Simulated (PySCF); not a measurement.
In(vinyl)(OH)(OMe) (C3H7InO2), SMILES C=[CH][In]([OH])[O]C.

Coordinates come from a PBE0-D3(BJ)/def2-SVP optimisation. The def2 effective core potentials stand for the cores of In; spin–orbit coupling is left out. One conformer was computed; it need not be the lowest.

Two levels are set side by side: TDA-PBE/def2-SVPD (PySCF) and TDA-LC-ωPBE/def2-SVPD (PySCF). Vertical, same geometry. The lowest singlet is HOMO→LUMO 91 % with PBE and HOMO−1→LUMO 51 %, HOMO→LUMO+1 22 %, HOMO−3→LUMO 8 % with the other functional; states are paired by order. Differences are taken from unrounded values.

```csv
quantity,TDA-LC-ωPBE
lowest singlet excitation (eV),5.76
lowest triplet excitation (TDA) (eV),4.06
first bright state (f over 0.05) (eV),6.55
its oscillator strength,0.14
```

What does TDA-PBE give, and how far is it from TDA-LC-ωPBE? (Estimate from the structure and the level; the computed values follow.)


```tsv
quantity	TDA-PBE	TDA-PBE minus TDA-LC-ωPBE
lowest singlet excitation (eV)	3.81	-1.95
lowest triplet excitation (TDA) (eV)	3.54	-0.53
first bright state (f over 0.05) (eV)	4.54	-2.01
its oscillator strength	0.07	-0.07
```

Functionals without exact exchange tend to place singlet excitations lower, as here. Differences between two approximate levels are no errors against the true value.

Rough cost on one machine, each run with all the roots and properties that it gave: TDA-LC-ωPBE against TDA-PBE about 3 times.
